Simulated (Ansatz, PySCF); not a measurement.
C3H10OSi2, SMILES C[C@@H]1O[C@H]([SiH3])[SiH2]1. Atoms are numbered in the order given.

```xyz
16

C      2.1965     1.0060    -0.6266
C      1.3817    -0.2642    -0.6983
O      0.0573    -0.0091    -1.2101
C     -0.8377    -0.5425    -0.2085
Si    -2.0227     0.8046     0.3809
Si     0.6419    -1.0251     0.8942
H      2.2656     1.4715    -1.6228
H      1.7405     1.7384     0.0571
H      3.2184     0.7933    -0.2756
H      1.8885    -1.0028    -1.3482
H     -1.3975    -1.4153    -0.5958
H     -2.9428     0.2394     1.4190
H     -1.2367     1.9217     0.9881
H     -2.8347     1.3450    -0.7505
H      0.8317    -0.2540     2.1620
H      0.8666    -2.4767     1.1694
```

Geometry: PBE0-D3(BJ)/def2-SVP. The structure was generated by enumeration; whether it is a known compound was not checked.

Two levels are set side by side: PBE-D3(BJ)/def2-SVP (Ansatz, a program for electronic structure) and PBE0-D3(BJ)/def2-SVP (Ansatz). Each level has its own optimised geometry; the coordinates shown are those of the second. Frequencies come from the Hessian of PySCF at each geometry. Differences are taken from unrounded values.

| quantity | PBE0-D3(BJ) |
|---|---|
| mean bond length (Å) | 1.444 |
| bond C1–C2 (Å) | 1.511 |
| bond C2–O3 (Å) | 1.443 |
| bond C2–Si6 (Å) | 1.914 |
| bond O3–C4 (Å) | 1.445 |
| bond C4–Si5 (Å) | 1.888 |
| bond C4–Si6 (Å) | 1.907 |
| bond C1–H7 (Å) | 1.102 |
| bond C1–H8 (Å) | 1.101 |
| bond C1–H9 (Å) | 1.101 |
| bond C2–H10 (Å) | 1.107 |
| bond C4–H11 (Å) | 1.107 |
| bond Si5–H12 (Å) | 1.498 |
| bond Si5–H13 (Å) | 1.495 |
| bond Si5–H14 (Å) | 1.494 |
| bond Si6–H15 (Å) | 1.496 |
| bond Si6–H16 (Å) | 1.494 |
| highest harmonic wavenumber (cm⁻¹) | 3154 |
| mean harmonic wavenumber (cm⁻¹) | 1235 |
| zero-point energy (kcal/mol) | 74.13 |

Problem. What does PBE-D3(BJ) give, and how far is it from PBE0-D3(BJ)? (An estimate is asked for; the answer gives what the named calculation found.)

Solution. 
| quantity | PBE-D3(BJ) | PBE-D3(BJ) minus PBE0-D3(BJ) |
|---|---|---|
| mean bond length (Å) | 1.455 | 0.011 |
| bond C1–C2 (Å) | 1.519 | 0.008 |
| bond C2–O3 (Å) | 1.462 | 0.020 |
| bond C2–Si6 (Å) | 1.927 | 0.013 |
| bond O3–C4 (Å) | 1.464 | 0.018 |
| bond C4–Si5 (Å) | 1.901 | 0.012 |
| bond C4–Si6 (Å) | 1.920 | 0.012 |
| bond C1–H7 (Å) | 1.110 | 0.008 |
| bond C1–H8 (Å) | 1.109 | 0.008 |
| bond C1–H9 (Å) | 1.110 | 0.008 |
| bond C2–H10 (Å) | 1.116 | 0.009 |
| bond C4–H11 (Å) | 1.116 | 0.009 |
| bond Si5–H12 (Å) | 1.508 | 0.011 |
| bond Si5–H13 (Å) | 1.505 | 0.010 |
| bond Si5–H14 (Å) | 1.504 | 0.011 |
| bond Si6–H15 (Å) | 1.507 | 0.011 |
| bond Si6–H16 (Å) | 1.506 | 0.011 |
| highest harmonic wavenumber (cm⁻¹) | 3062 | -91 |
| mean harmonic wavenumber (cm⁻¹) | 1191 | -44 |
| zero-point energy (kcal/mol) | 71.49 | -2.65 |

GGA bonds tend to be longer and softer than those of functionals with exact exchange. Differences between two approximate levels are no errors against the true value.
